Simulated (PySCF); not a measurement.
First SCF of a structure search on sextet FCoN, at a hand-made linear geometry. PySCF input:

```python
from pyscf import gto, scf, dft
mol = gto.M(atom='''
Co     0.000000     0.000000     0.000000
N      0.000000     0.000000    -1.630000
F      0.000000     0.000000     1.750000''',
    basis={'Co': 'def2-TZVP', 'N': 'def2-TZVP', 'F': 'def2-TZVP'},
    charge=0, spin=5)
mf = dft.UKS(mol, xc='PBE0')
mf.grids.atom_grid = (50, 194)
aux = {'Co': 'def2-universal-JKFIT', 'N': 'def2-universal-JKFIT', 'F': 'def2-universal-JKFIT'}
mf = mf.density_fit(auxbasis=aux)
mf.conv_tol = 1e-08
mf.diis_space = 10
mf.max_cycle = 60
mf.init_guess = 'minao'
mf.verbose = 4
mf.kernel()
```

Excerpt of the output (cycles alone):

```
init E= -1535.94084825708
cycle= 1 E= -1520.64816494696  delta_E= 15.3  |g|=  5.7  |ddm|= 28.2
cycle= 2 E= -1472.88519278326  delta_E= 47.8  |g|= 13.4  |ddm|=   29
cycle= 3 E= -1517.86129683126  delta_E=  -45  |g|= 8.48  |ddm|= 7.15
cycle= 4 E= -1523.00476933952  delta_E= -5.14  |g|=  7.2  |ddm|= 2.96
cycle= 5 E= -1524.18530065469  delta_E= -1.18  |g|= 6.37  |ddm|= 3.36
cycle= 6 E= -1529.85754881947  delta_E= -5.67  |g|= 5.29  |ddm|= 2.98
cycle= 7 E= -1532.21159451194  delta_E= -2.35  |g|= 4.12  |ddm|= 0.905
cycle= 8 E= -1536.07106103486  delta_E= -3.86  |g|= 1.77  |ddm|= 1.49
cycle= 9 E= -1536.535556487  delta_E= -0.464  |g|= 1.16  |ddm|= 0.712
cycle= 10 E= -1536.68565720635  delta_E= -0.15  |g|= 0.83  |ddm|= 0.465
cycle= 11 E= -1536.86347063622  delta_E= -0.178  |g|=  0.4  |ddm|= 0.447
cycle= 12 E= -1536.89485711726  delta_E= -0.0314  |g|= 0.347  |ddm|= 0.307
cycle= 13 E= -1536.92382795391  delta_E= -0.029  |g|= 0.0884  |ddm|= 0.0985
... 13 lines left out ...
cycle= 27 E= -1536.9260237286  delta_E= 1e-07  |g|= 9.07e-05  |ddm|= 0.000518
cycle= 28 E= -1536.92602056191  delta_E= 3.17e-06  |g|= 0.0001  |ddm|= 0.0185
cycle= 29 E= -1536.92602008929  delta_E= 4.73e-07  |g|= 0.000103  |ddm|= 0.00328
cycle= 30 E= -1536.92601843994  delta_E= 1.65e-06  |g|= 9.63e-05  |ddm|= 0.0135
cycle= 31 E= -1536.92601682876  delta_E= 1.61e-06  |g|= 0.000226  |ddm|= 0.0218
cycle= 32 E= -1536.92601663675  delta_E= 1.92e-07  |g|= 0.000134  |ddm|= 0.00595
cycle= 33 E= -1536.92601654741  delta_E= 8.93e-08  |g|= 6.5e-05  |ddm|= 0.00628
cycle= 34 E= -1536.92601655052  delta_E= -3.11e-09  |g|= 2.03e-05  |ddm|= 0.000239
Extra cycle  E= -1536.92601655133  delta_E= -8.08e-10  |g|= 2.05e-05  |ddm|= 3.8e-05
converged SCF energy = -1536.92601655133  <S^2> = 8.7704572  2S+1 = 6.0068152
```

This is not the lowest solution: all starts ended here, but a stability analysis within the same unrestricted form found one 0.2 kJ/mol lower, at -1536.92609 Eh.

With open d or f shells other occupations or spin states may lie lower.

The search for the lowest solution, 3 starts and the stability check together, took 28 s on 4 threads of a shared Arm Neoverse V2 host, with 107 basis functions; the process peaked at 0.44 GiB.
